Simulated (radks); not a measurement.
The numbers below are computed, except where a source is named.
These are the eigenvalues of the occupied orbitals of an atom or ion with whole-number occupations (eV). Level of theory: non-relativistic Kohn-Sham, PBE, spin-polarised, spherical densities, point nucleus (a radial shooting solver on a logarithmic mesh with Libxc functionals).

1s up: -1266.334
1s down: -1266.262
2s up: -88.5997
2s down: -88.4431
2p up: -55.7012
2p down: -55.5315
3s up: -11.8992

Which element is it, and in what charge state? The configuration may be excited. Open shells, if any, are filled with parallel spins first.

Answer. Z = 12, magnesium, charge +1: Mg+ in [Ne] 3s1. The list shows which subshells hold electrons but not how many an open one holds; the 1s level, -46.537 hartree, gives Z - s = 9.6 by -(Z - s)^2/2, which with screening narrows Z to a few neighbours, and the depths of the outer levels then fix element, charge and occupations together.
